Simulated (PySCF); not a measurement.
B$_{2}$HO, B$_{3}$H$_{4}$, CH$_{6}$B$_{3}$, CH$_{5}$B$_{2}$O and others (calculated)

Computed with PySCF 2.14.0. Calculation on a computer-drawn molecule: the log of a Hartree-Fock and frozen-core CCSD(T) single point meant for a local Hartree-Fock minimum, with one planted fault or none, to be diagnosed. Offsets are logged minus clean, where the clean run is the same molecule without the fault. The reference is restricted for singlets and unrestricted otherwise, and also for a bond in bohr or an excited solution. Adding or removing an electron swaps singlet and doublet. The excited solution moves the top pair (singlet) or top alpha electron (doublet) to the lowest empty orbital. Highest occupied and lowest empty are orbital energies over both spins, largest force is the largest gradient component, triples share is (T) over the correlation energy, the T1 limit is 0.02 restricted and 0.045 unrestricted, electrons count all cores, a negative frequency is imaginary (commonest isotopes), and the dipole is about the centre of nuclear charge.

Common to all runs: meant charge 0; meant multiplicity 2; logged SCF converged yes; logged CC converged yes; logged SCF stable within its kind yes; possible faults no fault, one electron removed, one electron added, multiplicity raised by two, geometry at a saddle point, SCF held on an excited solution, minimal basis STO-3G, one bond length entered in bohr, all coordinates scaled.

(1) 
```xyz
4
formula=B2HO meant_basis=cc-pVDZ logged_electrons=19 logged_basis_functions=47 logged_spin_squared=0.758 logged_highest_occupied=-10.421 logged_lowest_empty=-0.11635 logged_largest_force=0.066066 logged_T1_diagnostic=0.024361 logged_D1_diagnostic=0.066876 logged_triples_share=0.034854 logged_dipole_magnitude=3.559 logged_energy_HF=-124.78475 logged_energy_CCSD(T)=-125.13218 planted_fault=all_coordinates_scaled,by_+3.4_% HF_energy_offset_from_clean_run=3.009 CCSD(T)_energy_offset_from_clean_run=-0.193
B     -0.8424     0.0221     1.3546
B     -0.9520    -1.5586     0.6592
O     -1.0800    -2.6873     0.1915
H     -0.0196     0.9306     1.3155
```

Units: logged_highest_occupied, logged_lowest_empty in eV; logged_largest_force in hartree/bohr; logged_dipole_magnitude in debye; logged_energy_HF, logged_energy_CCSD(T) in hartree; HF_energy_offset_from_clean_run, CCSD(T)_energy_offset_from_clean_run in kcal/mol.

Drawn bonds:
```
atom  other atom  order
   1           2      1
   2           3      2
   1           4      1
```

(2) 
```xyz
4
formula=B2HO meant_basis=cc-pVDZ logged_electrons=18 logged_basis_functions=47 logged_spin_squared=0 logged_highest_occupied=-20.014 logged_lowest_empty=-8.4196 logged_largest_force=0.046314 logged_T1_diagnostic=0.031731 logged_D1_diagnostic=0.078702 logged_triples_share=0.039011 logged_dipole_magnitude=9.4658 logged_energy_HF=-124.44532 logged_energy_CCSD(T)=-124.78946 planted_fault=one_electron_removed HF_energy_offset_from_clean_run=216 CCSD(T)_energy_offset_from_clean_run=214.9
B     -0.8147     0.0213     1.3100
B     -0.9207    -1.5073     0.6376
O     -1.0445    -2.5989     0.1852
H     -0.0189     0.9000     1.2723
```

Units: logged_highest_occupied, logged_lowest_empty in eV; logged_largest_force in hartree/bohr; logged_dipole_magnitude in debye; logged_energy_HF, logged_energy_CCSD(T) in hartree; HF_energy_offset_from_clean_run, CCSD(T)_energy_offset_from_clean_run in kcal/mol.

Drawn bonds:
```
atom  other atom  order
   1           2      1
   2           3      2
   1           4      1
```

Notes: T1 above single-reference limit.

(3) 
```xyz
7
formula=B3H4 meant_basis=cc-pVDZ logged_electrons=19 logged_basis_functions=62 logged_spin_squared=1.4737 logged_highest_occupied=-9.6524 logged_lowest_empty=-0.0069856 logged_largest_force=0.028063 logged_T1_diagnostic=0.066572 logged_D1_diagnostic=0.22966 logged_triples_share=0.042588 logged_dipole_magnitude=0.3288 logged_energy_HF=-76.13658 logged_energy_CCSD(T)=-76.42268 planted_fault=one_bond_length_entered_in_bohr,row_3_of_the_drawn_bonds HF_energy_offset_from_clean_run=76.72 CCSD(T)_energy_offset_from_clean_run=79.01
B     -0.0621    -0.7719    -0.3389
B      1.4712    -0.8062    -0.3703
B      1.2882    -0.8722     1.3761
H     -2.2451    -0.7398     0.1197
H      2.4954    -0.8062    -0.9647
H      2.2844    -0.9228     2.0420
H      0.2546    -0.8728     1.9924
```

Units: logged_highest_occupied, logged_lowest_empty in eV; logged_largest_force in hartree/bohr; logged_dipole_magnitude in debye; logged_energy_HF, logged_energy_CCSD(T) in hartree; HF_energy_offset_from_clean_run, CCSD(T)_energy_offset_from_clean_run in kcal/mol.

Drawn bonds:
```
atom  other atom  order
   1           2      1
   2           3      1
   1           4      1
   2           5      1
   3           6      1
   3           7      1
```

Notes: T1 above single-reference limit.

(4) 
```xyz
10
formula=CH6B3 meant_basis=cc-pVDZ logged_electrons=27 logged_basis_functions=26 logged_spin_squared=0.7572 logged_highest_occupied=-6.7442 logged_lowest_empty=5.7699 logged_largest_force=0.023611 logged_T1_diagnostic=0.0175 logged_D1_diagnostic=0.077033 logged_triples_share=0.012426 logged_dipole_magnitude=0.83985 logged_energy_HF=-113.89481 logged_energy_CCSD(T)=-114.09501 planted_fault=minimal_basis_STO-3G HF_energy_offset_from_clean_run=895.4 CCSD(T)_energy_offset_from_clean_run=1045
B     -0.3501     2.8825     1.2728
B      0.8824     1.8906     1.4450
B      1.3566     0.6164     0.4273
C      0.8333    -0.8727     0.5391
H     -1.2617     3.6262     1.1466
H      1.5601     2.0831     2.4300
H      2.1564     0.8469    -0.4497
H      1.6505    -1.5965     0.4562
H      0.1900    -1.0495    -0.3358
H      0.2461    -1.0976     1.4314
```

Units: logged_highest_occupied, logged_lowest_empty in eV; logged_largest_force in hartree/bohr; logged_dipole_magnitude in debye; logged_energy_HF, logged_energy_CCSD(T) in hartree; HF_energy_offset_from_clean_run, CCSD(T)_energy_offset_from_clean_run in kcal/mol.

Drawn bonds:
```
atom  other atom  order
   1           2      1
   2           3      1
   3           4      1
   1           5      1
   2           6      1
   3           7      1
   4           8      1
   4           9      1
   4          10      1
```

(5) 
```xyz
9
formula=CH5B2O meant_basis=cc-pVDZ logged_electrons=28 logged_basis_functions=81 logged_spin_squared=0 logged_highest_occupied=-16.561 logged_lowest_empty=-6.8236 logged_largest_force=0.048996 logged_T1_diagnostic=0.01531 logged_D1_diagnostic=0.04475 logged_triples_share=0.025119 logged_dipole_magnitude=7.3214 logged_energy_HF=-164.64046 logged_energy_CCSD(T)=-165.15015 planted_fault=one_electron_removed HF_energy_offset_from_clean_run=177.4 CCSD(T)_energy_offset_from_clean_run=188.4
B     -1.3245     1.3034     1.4077
B     -0.1818     0.2048     1.6962
C      0.6554    -0.4273     0.5043
O      0.2165    -0.0635    -0.7946
H     -2.1601     2.1152     1.2039
H      0.0636    -0.1204     2.8297
H      0.7271    -1.5187     0.6021
H      1.6857    -0.0661     0.5922
H     -0.5670    -0.5513    -0.9978
```

Units: logged_highest_occupied, logged_lowest_empty in eV; logged_largest_force in hartree/bohr; logged_dipole_magnitude in debye; logged_energy_HF, logged_energy_CCSD(T) in hartree; HF_energy_offset_from_clean_run, CCSD(T)_energy_offset_from_clean_run in kcal/mol.

Drawn bonds:
```
atom  other atom  order
   1           2      1
   2           3      1
   3           4      1
   1           5      1
   2           6      1
   3           7      1
   3           8      1
   4           9      1
```

(6) 
```xyz
8
formula=B2H4NSi meant_basis=cc-pV(D+d)Z logged_electrons=35 logged_basis_functions=28 logged_spin_squared=1.2024 logged_highest_occupied=-6.1127 logged_lowest_empty=7.218 logged_largest_force=0.05979 logged_T1_diagnostic=0.060983 logged_D1_diagnostic=0.26417 logged_triples_share=0.026079 logged_dipole_magnitude=2.11 logged_energy_HF=-390.27942 logged_energy_CCSD(T)=-390.50079 planted_fault=minimal_basis_STO-3G HF_energy_offset_from_clean_run=2962 CCSD(T)_energy_offset_from_clean_run=3112
B      2.1050     0.1047    -0.2160
B      0.5766    -0.1647     0.3879
N      0.0120     0.5797     1.4255
Si    -0.6125     1.3883     2.5965
H      2.8252     0.6140    -1.0161
H     -0.0415    -1.0952    -0.0831
H     -0.4235     1.0508     4.0152
H     -1.4530     2.5795     2.4051
```

Units: logged_highest_occupied, logged_lowest_empty in eV; logged_largest_force in hartree/bohr; logged_dipole_magnitude in debye; logged_energy_HF, logged_energy_CCSD(T) in hartree; HF_energy_offset_from_clean_run, CCSD(T)_energy_offset_from_clean_run in kcal/mol.

Drawn bonds:
```
atom  other atom  order
   1           2      1
   2           3      1
   3           4      2
   1           5      1
   2           6      1
   4           7      1
   4           8      1
```

Notes: T1 above single-reference limit.

(7) 
```xyz
10
formula=CH6AlB2 meant_basis=cc-pV(D+d)Z logged_electrons=35 logged_basis_functions=95 logged_spin_squared=3.768 logged_highest_occupied=-7.888 logged_lowest_empty=-1.3877 logged_largest_force=0.067123 logged_T1_diagnostic=0.028983 logged_D1_diagnostic=0.15318 logged_triples_share=0.031525 logged_dipole_magnitude=1.8811 logged_energy_HF=-332.41688 logged_energy_CCSD(T)=-332.83263 planted_fault=multiplicity_raised_by_two HF_energy_offset_from_clean_run=93.69 CCSD(T)_energy_offset_from_clean_run=98.3
B      0.5873     0.2284    -2.0019
B      0.9796     1.1290    -0.7136
C      1.2999     0.6173     0.7316
Al    -0.3776     0.6146     1.7779
H      0.3815    -0.3847    -2.9934
H      0.9244     2.3208    -0.9204
H      1.9838     1.2963     1.2538
H      1.6937    -0.4037     0.7667
H     -1.2035    -0.7270     1.9330
H     -0.8980     1.9349     2.4770
```

Units: logged_highest_occupied, logged_lowest_empty in eV; logged_largest_force in hartree/bohr; logged_dipole_magnitude in debye; logged_energy_HF, logged_energy_CCSD(T) in hartree; HF_energy_offset_from_clean_run, CCSD(T)_energy_offset_from_clean_run in kcal/mol.

Drawn bonds:
```
atom  other atom  order
   1           2      1
   2           3      1
   3           4      1
   1           5      1
   2           6      1
   3           7      1
   3           8      1
   4           9      1
   4          10      1
```

(8) 
```xyz
8
formula=B2ClH4Si meant_basis=cc-pV(D+d)Z logged_electrons=44 logged_basis_functions=94 logged_spin_squared=0 logged_highest_occupied=-16.146 logged_lowest_empty=-7.1709 logged_largest_force=0.055821 logged_T1_diagnostic=0.016711 logged_D1_diagnostic=0.046276 logged_triples_share=0.026019 logged_dipole_magnitude=10.227 logged_energy_HF=-799.80996 logged_energy_CCSD(T)=-800.23715 planted_fault=one_electron_removed HF_energy_offset_from_clean_run=187.8 CCSD(T)_energy_offset_from_clean_run=199.6
B     -0.0980    -0.8104    -0.3271
B     -0.0843     0.7641    -0.1716
Si     0.8710     1.6010     1.4018
Cl     1.7307     0.1275     2.6280
H     -0.0894    -1.9886    -0.4137
H     -0.6279     1.4830    -0.9654
H     -0.0445     2.3710     2.2694
H      1.9814     2.4806     0.9809
```

Units: logged_highest_occupied, logged_lowest_empty in eV; logged_largest_force in hartree/bohr; logged_dipole_magnitude in debye; logged_energy_HF, logged_energy_CCSD(T) in hartree; HF_energy_offset_from_clean_run, CCSD(T)_energy_offset_from_clean_run in kcal/mol.

Drawn bonds:
```
atom  other atom  order
   1           2      1
   2           3      1
   3           4      1
   1           5      1
   2           6      1
   3           7      1
   3           8      1
```
